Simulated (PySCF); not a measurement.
# How methods differ on the excitation energy of Sc

Sc [Ar] 3d1 4s2 (2D) → Sc [Ar] 3d1 4s1 4p1 (high-spin determinant), as a difference of total energies. Calculation: PySCF 2.14, in dyall-av2z (16s12p7d2f, 101 functions); the non-relativistic Hamiltonian (point nucleus). Correlated levels: valence: [Ar] frozen; virtual orbitals above 40 to 60 times the deepest correlated orbital energy dropped. The calculations carry no spin-orbit coupling.

```csv
method,excitation energy (eV)
UHF,0.922
LDA,1.993
PBE,1.864
PBE0,1.689
TPSSh,1.749
PW91,1.884
B2PLYP,1.895
wB97X,2.069
MP2 (valence),1.527
SCS-MP2 (valence),1.709
```

How much does correlation contribute at MP2 (valence)?

1.527 − (0.922) = 0.605 eV, measured against UHF.

A first-order spin-orbit estimate (lowest level to lowest level, LS coupling) adds -0.007 eV.

The determinant of the upper state mixes LS terms, which raises its energy above the lowest term, most at the Hartree-Fock and MP2 levels.
